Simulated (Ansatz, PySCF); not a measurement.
Pair of molecules: FGeH3O (SMILES [OH][GeH2][F]) (first 6 atoms) with NH3 (SMILES N); geometry from B3LYP-D3(BJ)/def2-TZVP, rigid monomers moved along the line of their centres of mass till Ge2···N7 is 2.25 Å.
(charge 0, multiplicity 1):
```xyz
10

O     -1.435     0.343     0.815
Ge     0.222    -0.327     0.643
F      0.086    -0.822    -1.070
H     -1.889     0.242    -0.030
H      0.461    -1.680     1.319
H      1.346     0.707     0.559
N      0.099     0.398     2.772
H      0.133    -0.314     3.492
H      0.729     1.147     3.037
H     -0.845     0.767     2.727
```

Counterpoise-corrected where a basis set is named; no monomer relaxation.

Codes used: Ansatz (Gaussian orbitals); PySCF for the dispersion terms. Each number belongs to the level named beside it.

Q: What interaction energy does HF/aug-cc-pVDZ give?

A: -22 kJ/mol

Ansatz is a quantum-chemistry and plane-wave program.
